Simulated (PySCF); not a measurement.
C4H6BF, SMILES C#CB(C)CF.

Geometry: PBE0-D3(BJ)/def2-SVP. The structure was generated by enumeration, and PubChem lists no compound with its InChIKey, so it may never have been made. The values are those of a single conformer.

Two levels are set side by side: TDDFT-PBE/def2-SVPD (PySCF) and TDDFT-LC-ωPBE/def2-SVPD (PySCF). Vertical, same geometry. The lowest singlet is HOMO→LUMO 100 % with PBE and HOMO→LUMO 93 % with the other functional; states are paired by order. Differences are taken from unrounded values.

```
quantity                               TDDFT-PBE
-------------------------------------  ---------
lowest singlet excitation (eV)              4.02
lowest triplet excitation (TDA) (eV)        3.71
first bright state (f over 0.05) (eV)       5.34
its oscillator strength                     0.09
```

**Question.** These are the TDDFT-PBE values. What does TDDFT-LC-ωPBE give? (The exact figures need the calculation; the answer reports its results.)

**Answer.** 
```json
[
 {"quantity": "lowest singlet excitation (eV)", "TDDFT-LC-ωPBE": "4.58", "TDDFT-PBE minus TDDFT-LC-ωPBE": "-0.56"},
 {"quantity": "lowest triplet excitation (TDA) (eV)", "TDDFT-LC-ωPBE": "4.18", "TDDFT-PBE minus TDDFT-LC-ωPBE": "-0.47"},
 {"quantity": "first bright state (f over 0.05) (eV)", "TDDFT-LC-ωPBE": "5.87", "TDDFT-PBE minus TDDFT-LC-ωPBE": "-0.53"},
 {"quantity": "its oscillator strength", "TDDFT-LC-ωPBE": "0.07", "TDDFT-PBE minus TDDFT-LC-ωPBE": "0.02"}
]
```

Functionals without exact exchange tend to place singlet excitations lower, as here. Differences between two approximate levels are no errors against the true value.

Rough cost on one machine, each run with all the roots and properties that it gave: TDDFT-LC-ωPBE against TDDFT-PBE about 7 times.
